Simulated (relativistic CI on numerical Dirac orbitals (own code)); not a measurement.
Computed by Dirac equation for one electron, model QED (radiative potential, 1s self-energy scaled to tabulated hydrogen-like ionisation energies) (own radial code, finite nucleus).

The strongest absorption lines from the ground level of an ion, among the configurations computed and to levels below about 9740 eV (vacuum wavelength in Å, gf): 1.2735 (0.01), 1.2896 (0.018), 1.3203 (0.038), 1.3208 (0.019), 1.3921 (0.1), 1.3932 (0.051), 1.6473 (0.54), 1.6527 (0.27).

Task: Which ion is it?
A. V²²⁺
B. Co²⁶⁺
C. Ga³⁰⁺
D. Co²⁴⁺

Result: B. Co²⁶⁺ has 1 electrons and the ground level 1s ²S1/2; the strongest line goes to 2p ²P°3/2. The pattern of lines fixes the number of electrons, and along that sequence the line energies rise steadily with the charge (about as its square where n changes within one kind of shell, about linearly where n is kept but much faster in heavy ions where fine structure, which grows about as Z⁴, sets the gap, and irregularly where shells cross), which fixes Z. Configurations outside the model, such as inner-shell arrays, can give stronger lines.
